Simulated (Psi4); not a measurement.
H18CrN6, charge +3, quartet, at a GFN2-xTB geometry (such geometries of metal compounds can be far from the true shape); BLYP/STO-3G (Psi4 1.11).

Input for Psi4:
```
memory 2 GB

molecule {
3 4
Cr    0.00002390    0.00000488    0.00007149
N     0.98545644   -1.39613642    1.37169159
H     0.65845198   -1.35809894    2.34249760
H     1.99745971   -1.24984512    1.44954258
H     0.89562992   -2.38562451    1.11858054
N    -1.17365584   -1.65098501   -0.83545438
H    -1.56127351   -2.28032271   -0.12467580
H    -0.65678222   -2.27407892   -1.46452910
H    -1.99256558   -1.36904126   -1.38378904
N    -1.62613746    0.35469633    1.42538379
H    -1.70439643   -0.33664704    2.17824326
H    -2.55717708    0.35307812    0.99551373
H    -1.58058854    1.25298111    1.91760821
N     1.56730976   -0.36070058   -1.48821241
H     1.20840482   -0.49183465   -2.43983233
H     2.13832453   -1.19550489   -1.32000108
H     2.25450268    0.39328706   -1.58886951
N     1.15421331    1.62205543    0.91559654
H     1.15853135    1.59520209    1.94069163
H     0.82355837    2.56656896    0.69254025
H     2.14878067    1.64299887    0.66823663
N    -0.90726064    1.43105069   -1.38917613
H    -1.38449116    1.01351437   -2.19458419
H    -0.23243724    2.07620915   -1.81331837
H    -1.61398498    2.04717832   -0.97437379
}

set {
  basis sto-3g
  reference uks
  diis_max_vecs 3
}

energy('blyp')
print_variables()
```

The log (banner, timings and long lists left out):

```
   => Loading Basis Set <=

    Name: STO-3G
    Role: ORBITAL
    Keyword: BASIS

         ---------------------------------------------------------
                                   SCF
               by Justin Turney, Rob Parrish, Andy Simmonett
                          and Daniel G. A. Smith
                              UKS Reference
         ---------------------------------------------------------

  ==> Geometry <==

    Molecular point group: c1
    Full point group: C1

    Geometry (in Angstrom), charge = 3, multiplicity = 4:

       Center              X                  Y                   Z               Mass
    ------------   -----------------  -----------------  -----------------  -----------------
         CR           0.000022952518     0.000004881712     0.000066325414    51.940506230000
         N            0.985455492518    -1.396136418288     1.371686425414    14.003074004430
         H            0.658451032518    -1.358098938288     2.342492435414     1.007825032230
         H            1.997458762518    -1.249845118288     1.449537415414     1.007825032230
         H            0.895628972518    -2.385624508288     1.118575375414     1.007825032230
         N           -1.173656787482    -1.650985008288    -0.835459544586    14.003074004430
         H           -1.561274457482    -2.280322708288    -0.124680964586     1.007825032230
         H           -0.656783167482    -2.274078918288    -1.464534264586     1.007825032230
         H           -1.992566527482    -1.369041258288    -1.383794204586     1.007825032230
         N           -1.626138407482     0.354696331712     1.425378625414    14.003074004430
         H           -1.704397377482    -0.336647038288     2.178238095414     1.007825032230
         H           -2.557178027482     0.353078121712     0.995508565414     1.007825032230
         H           -1.580589487482     1.252981111712     1.917603045414     1.007825032230
         N            1.567308812518    -0.360700578288    -1.488217574586    14.003074004430
         H            1.208403872518    -0.491834648288    -2.439837494586     1.007825032230
         H            2.138323582518    -1.195504888288    -1.320006244586     1.007825032230
         H            2.254501732518     0.393287061712    -1.588874674586     1.007825032230
         N            1.154212362518     1.622055431712     0.915591375414    14.003074004430
[...]
      Ntotal   =   81.0000474483 ; deviation = 4.745e-05

   @Spin Contamination Metric:   1.143095135E-02
   @S^2 Expected:                3.750000000E+00
   @S^2 Observed:                3.761430951E+00
   @S   Expected:                1.500000000E+00
   @S   Observed:                1.500000000E+00

    Orbital Energies [Eh]
    ---------------------

    Alpha Occupied:

[...]
    Alpha Virtual:

[...]
    Beta Occupied:

[...]
    Beta Virtual:

[...]
    Final Occupation by Irrep:
              A
    DOCC [    39 ]
    SOCC [     3 ]
    NA   [    42 ]
    NB   [    39 ]

  @DF-UKS Final Energy: -1367.56935276079935

   => Energetics <=

    Nuclear Repulsion Energy =            623.2450149887379212
    One-Electron Energy =               -3070.2017764876536603
    Two-Electron Energy =                1174.6230057251668768
    DFT Exchange-Correlation Energy =     -95.2355969870507124
    Empirical Dispersion Energy =           0.0000000000000000
    VV10 Nonlocal Energy =                  0.0000000000000000
    Total Energy =                      -1367.5693527607993474

  UHF NO Occupations:
  HONO-2 :   40  A 1.0000000
  HONO-1 :   41  A 1.0000000
  HONO-0 :   42  A 1.0000000
  LUNO+0 :   43  A 0.0026183
  LUNO+1 :   44  A 0.0026173
  LUNO+2 :   45  A 0.0001940
  LUNO+3 :   46  A 0.0000936

Computation Completed

Properties will be evaluated at   0.000000,   0.000000,   0.000000 [a0]

Properties computed using the SCF density matrix

 Multipole Moments:

 ------------------------------------------------------------------------------------
     Multipole            Electronic (a.u.)      Nuclear  (a.u.)        Total (a.u.)
 ------------------------------------------------------------------------------------

 L = 1.  Multiply by 2.5417464519 to convert [e a0] to [Debye]
 Dipole X            :          0.0002476           -0.0001506            0.0000970
 Dipole Y            :          0.0001327            0.0000007            0.0001334
 Dipole Z            :          0.0008291           -0.0008198            0.0000093
 Magnitude           :                                                    0.0001652

 ------------------------------------------------------------------------------------

  Variable Map:
  ----------------------------------------------------------------------------
[...]
  Array Variable Map:
  ----------------------------------------------------------------------------
[...]
[...]
```
